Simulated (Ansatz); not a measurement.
Geometry optimisation, RKS BHLYP/def2-SVP (Ansatz).

input.yaml

```yaml
crystal:
  periodic: [false, false, false]
  atoms:
    - { symbol: Zr, position_ang: [-0.15578, -0.29487, 0.039828] }
    - { symbol: F, position_ang: [-0.079472, -0.154664, 1.987366] }
    - { symbol: O, position_ang: [1.593767, -0.461474, -0.703709] }
    - { symbol: H, position_ang: [2.449582, -0.483297, -1.112788] }
    - { symbol: O, position_ang: [-1.13202, 1.164433, -0.707423] }
    - { symbol: H, position_ang: [-1.563555, 1.902099, -1.119496] }
    - { symbol: F, position_ang: [-1.111054, -1.90023, -0.372065] }
    - { symbol: H, position_ang: [1.306928, 2.09874, 1.238374] }
    - { symbol: H, position_ang: [1.018804, 1.645363, 1.710013] }
basis:
  gaussian: { orbitals: def2-SVP }
hamiltonian:
  xc: { name: BHLYP }
relax:
  f_tol: 0.03
  max_steps: 50
```

Launched with:

```bash
$ ansatz run input.yaml --threads 2 --pin off --max-ram 3072MiB --backend cpu --events-out ev --progress --plain --runs-dir out
```

**Question.** Where does it end, and by what steps?

**Answer.** The run converged. The force dipped under the threshold on the way, but the program's further checks kept it going. After 12 steps the energy has fallen by 0.087 eV; H8 moved furthest, 0.89 Å.

```
step  energy less start (eV)  largest force component (eV/Å)  accepted
   0                  0.0000                           1.090       yes
   1                 -0.0750                           0.140       yes
   2                 -0.0801                           0.038       yes
   3                 -0.0813                           0.025       yes
   4                 -0.0817                           0.012       yes
   5                 -0.0827                           0.082       yes
   6                 -0.0833                           0.127       yes
   7                 -0.0842                           0.108       yes
   8                 -0.0854                           0.078       yes
   9                 -0.0858                           0.158       yes
  10                 -0.0863                           0.080       yes
  11                 -0.0866                           0.015       yes
  12                 -0.0869                           0.011       yes
```

```xyz
9
Properties=species:S:1:pos:R:3
Zr -0.229 -0.421 -0.100
F -0.029 -0.092 1.778
O 1.498 -0.613 -0.891
H 2.345 -0.646 -1.317
O -1.211 1.013 -0.888
H -1.639 1.745 -1.313
F -1.206 -2.048 -0.328
H 1.587 2.602 1.916
H 1.211 1.976 2.101
```

Whether the end is a true minimum wasn't checked by a vibrational analysis.

The run took 30 s on 2 threads of Intel(R) Xeon(R) 6975P-C (Granite Rapids), on a shared host, peak memory 0.25 GiB.
